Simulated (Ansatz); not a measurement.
Born–Oppenheimer molecular dynamics of FH6OPSi (10 atoms, charge 0, multiplicity 1). It starts at the highest image of a converged band. Of that band: Neighbouring images differ by up to 1.6 eV, so the band resolves the path poorly. A vibrational analysis at the climbing image gives one clearly imaginary mode, 1176i cm⁻¹: a first-order saddle point.

Method: RKS r2SCAN-D4/6-31G* (Ansatz).

```yaml
ensemble: NVE (velocity Verlet)
time_step: 0.5 fs
steps_asked: 200
starting_velocities_drawn_for: 100 K
seed: 7023
```

First frame:

```xyz
10
Properties=species:S:1:pos:R:3
Si 0.236 0.197 0.040
H -0.305 -0.021 1.638
O 1.733 -0.219 -0.534
H 1.711 -1.116 -0.910
H -0.708 1.170 -0.536
F -0.508 -1.236 -0.217
P 1.350 2.240 1.171
H 2.584 1.569 1.395
H 1.666 2.558 -0.178
H 0.297 0.755 1.592
```

Q: How far do the bonds stretch over the last three quarters of this one trajectory? (Pairs bonded in most of those frames.)

A: 
```
  bond  mean (Å)  spread (Å)  shortest  longest
Si1–H2     1.507       0.079      1.38     1.62
Si1–O3     1.662       0.012      1.63     1.68
Si1–H5     1.482       0.025      1.44     1.52
Si1–F6     1.617       0.031      1.56     1.67
 O3–H4     0.969       0.016      0.94     0.99
 P7–H8     1.425       0.006      1.41     1.44
 P7–H9     1.421       0.017      1.39     1.45
P7–H10     1.471       0.126      1.27     1.64
```

Mean temperature of the second half: 2196 K. The conserved energy stayed within 0.42 meV per atom of its start (net change 0.06 meV per atom), so the integration is sound. The kinetic energy rose, since the run started high on the potential surface and went downhill. It ends in pieces (FH3OSi + H3P), so much of that is their flight and rotation, not heat. A run of 0.1 ps of so small a system gives no equilibrium averages. The orbitals stay closed-shell, which can raise the energy where a bond breaks towards radicals; this wasn't checked here.

Run time: 7.5 min on 2 threads of Arm Neoverse V2, with other jobs on the host, peak memory 0.14 GiB.
